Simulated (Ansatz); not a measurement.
Coupled-cluster diagnostics for the cluster Li₃Cl₃, Ansatz.

Geometry of the singlet (PBE-D4/def2-SVP):

```xyz
6

Li    0.0363    0.2336   -2.1491
Li    0.5503   -1.1217    0.5007
Li   -0.5708    0.9901    0.7129
Cl   -0.0408   -0.2666    2.4438
Cl    1.4884    0.8658   -0.6439
Cl   -1.4634   -0.7011   -0.8645
```

Correlated methods freeze 15 core orbitals; core or outer-core shells of Li are correlated, in sets that lack core-valence functions. Another isomer (singlet) lies 0.49 eV lower at PBE0-D4/def2-TZVP; other spin states weren't run for this one.

(1) Estimate the CCSD(T) correlation energy, the shares of MP2 and (T), T1 and the reference's ⟨S²⟩ for: charge 0, singlet, own geometry in def2-TZVPP; and the rough time on 4 threads of Arm Neoverse V2 on a shared host.

Answers

(1) 
| state | basis | correlation (eV) | MP2 share (%) | (T) share (%) | T1 | ⟨S²⟩ (pure) | wall time |
| --- | --- | --- | --- | --- | --- | --- | --- |
| charge 0, singlet, own geometry | def2-TZVPP | -21.650 | 89.1 | 3.3 | 0.005 | 0.00 (0.00) | 33 s |
Customary marks for T1 are 0.02 (closed shells), 0.045 (open shells) and about 0.05 (3d metals). T1 stays under 0.02 throughout.
